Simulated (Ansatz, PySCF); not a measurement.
2-fluorocyclopenta-1,3-diene (C5H5F), SMILES C1C=C(C=C1)F. Atoms are numbered in the order given.

```xyz
11

F      0.0079     2.0643     0.0000
C      0.0473     0.7404     0.0000
C      1.1483    -0.0348     0.0000
C      0.6833    -1.4554     0.0000
C     -0.8116    -1.3576     0.0000
C     -1.1734    -0.0588     0.0000
H      2.1840     0.2999     0.0000
H      1.0481    -2.0153    -0.8815
H      1.0481    -2.0153     0.8815
H     -1.4798    -2.2193     0.0000
H     -2.1812     0.3577     0.0000
```

Coordinates come from a PBE0-D3(BJ)/def2-SVP optimisation. One conformer was computed; it need not be the lowest.

Two levels are set side by side: PBE-D3(BJ)/def2-SVP (Ansatz, a quantum-chemistry and plane-wave program) and PBE0-D3(BJ)/def2-SVP (Ansatz). Each level has its own optimised geometry; the coordinates shown are those of the second. Frequencies come from the Hessian of PySCF at each geometry. Differences are taken from unrounded values.

```
quantity                            PBE0-D3(BJ)  PBE-D3(BJ)  PBE-D3(BJ) minus PBE0-D3(BJ)
----------------------------------  -----------  ----------  ----------------------------
mean bond length (Å)                      1.268       1.278                         0.009
bond F1–C2 (Å)                            1.325       1.339                         0.014
bond C2–C3 (Å)                            1.347       1.361                         0.014
bond C2–C6 (Å)                            1.459       1.465                         0.006
bond C3–C4 (Å)                            1.495       1.502                         0.008
bond C4–C5 (Å)                            1.498       1.507                         0.008
bond C5–C6 (Å)                            1.348       1.361                         0.012
bond C3–H7 (Å)                            1.088       1.096                         0.007
bond C4–H8 (Å)                            1.106       1.115                         0.009
bond C4–H9 (Å)                            1.106       1.115                         0.009
bond C5–H10 (Å)                           1.090       1.098                         0.008
bond C6–H11 (Å)                           1.090       1.098                         0.008
highest harmonic wavenumber (cm⁻¹)         3276        3188                           -88
mean harmonic wavenumber (cm⁻¹)            1387        1337                           -50
zero-point energy (kcal/mol)              53.53       51.61                         -1.92
```

Exact exchange shortens and stiffens bonds; PBE has none. Differences between two approximate levels are no errors against the true value.
